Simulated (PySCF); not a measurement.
Be(Et)(SH), SMILES [CH2]([Be][SH])C (C2H6BeS), PBE0/def2-SVP optimised geometry.

```
10

Be     0.77    -0.34     0.00
C     -0.92    -0.33    -0.03
C     -1.64     0.37     1.12
H     -1.26    -1.38    -0.11
H     -1.22     0.12    -1.00
H     -1.37     1.43     1.20
H     -1.41    -0.10     2.09
H     -2.74     0.33     1.01
S      2.68    -0.34     0.00
H      2.74    -1.43     0.80
```

Density from PySCF 2.14.0 with PBE0/def2-TZVP at that geometry.

Minimum of the electron density along straight lines between bonded atoms, close to the bond critical point (lines longer than 1.1 times the sum of covalent radii, or with two minima, are not listed):

| bond | length / Å | ρ at the minimum / e bohr⁻³ | ∇²ρ there / e bohr⁻⁵ | position (fraction from the first atom) |
|---|---|---|---|---|
| Be1–C2 | 1.681 | 0.102 | 0.34 | 0.33 |
| C2–C3 | 1.533 | 0.236 | -0.56 | 0.50 |
| C2–H4 | 1.108 | 0.260 | -0.83 | 0.63 |
| C2–H5 | 1.109 | 0.260 | -0.82 | 0.63 |
| C3–H6 | 1.102 | 0.271 | -0.91 | 0.64 |
| C3–H7 | 1.102 | 0.271 | -0.91 | 0.64 |
| C3–H8 | 1.103 | 0.271 | -0.91 | 0.64 |
| Be1–S9 | 1.916 | 0.082 | 0.26 | 0.31 |
| S9–H10 | 1.354 | 0.205 | -0.56 | 0.64 |
